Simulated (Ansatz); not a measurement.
Computed with Ansatz on PBE0-D4/def2-TZVP structures; ΔE is electronic, products minus reactants. CCSD(T)/CBS is the MP2 limit (def2-TZVPP, def2-QZVPP) plus CCSD(T) − MP2 in def2-TZVPP, frozen cores. This one scheme is used for every species. One conformer a species, not always the lowest.

Reaction (cleavage of the Si–Al bond): `[AlH2][SiH2]O[SiH3]` + CH₃OH → `CO[SiH2]O[SiH3]` + `[AlH3]`

`[AlH2][SiH2]O[SiH3]`:

Z-matrix (Å, degrees):
```
Si
O 1 1.650
Al 1 2.463 2 110.9
H 1 1.497 2 108.9 3 122.8
H 1 1.497 2 108.9 3 -122.9
Si 2 1.635 1 142.4 3 178.6
H 3 1.588 1 121.8 2 0.7
H 3 1.590 1 118.9 2 -179.3
H 6 1.487 2 110.3 1 63.1
H 6 1.483 2 108.2 1 -177.1
H 6 1.487 2 110.3 1 -57.3
```

CH₃OH:

Z-matrix (Å, degrees):
```
C
O 1 1.409
H 1 1.097 2 112.4
H 1 1.090 2 107.0 3 -118.5
H 1 1.097 2 112.4 3 123.0
H 2 0.959 1 108.5 3 -61.6
```

`CO[SiH2]O[SiH3]`:

```xyz
13

C    -1.358    1.696   -0.218
O    -0.253    1.223   -0.955
Si    0.011   -0.354   -1.289
O     0.341   -1.221    0.054
Si    1.340   -1.346    1.344
H    -1.457    2.768   -0.398
H    -2.289    1.205   -0.525
H    -1.214    1.533    0.855
H     1.170   -0.372   -2.207
H    -1.207   -0.961   -1.880
H     1.220   -2.717    1.895
H     2.748   -1.093    0.939
H     0.949   -0.359    2.384
```

`[AlH3]`:

```xyz
4

Al    0.000    0.000    0.000
H    -0.039    0.244    1.566
H     1.212    0.556   -0.859
H    -1.173   -0.800   -0.707
```

```json
{"species": "`[AlH2][SiH2]O[SiH3]`", "CCSD/def2-TZVPP energy (Eh)": "-899.47510"}
{"species": "CH₃OH", "CCSD/def2-TZVPP energy (Eh)": "-115.54074"}
{"species": "`CO[SiH2]O[SiH3]`", "CCSD/def2-TZVPP energy (Eh)": "-771.30393"}
{"species": "`[AlH3]`", "CCSD/def2-TZVPP energy (Eh)": "-243.75918"}
```

(1) Work out ΔE.

Largest T1 diagnostic among the species: 0.012.

Answers

(1) ΔE = (-771.30393) + (-243.75918) − (-899.47510) − (-115.54074) = -0.04727 Eh = -29.7 kcal/mol. CCSD(T)/CBS gives -29.2 kcal/mol.

In def2-TZVPP, CCSD(T) changes the Hartree–Fock value by +3.9 kcal/mol (the triples alone add +0.3 kcal/mol) and MP2 by +1.6 kcal/mol. From PBE to PBE0 (25 % exact exchange), in def2-TZVPP and without D4, ΔE moves by −1.7 kcal/mol.
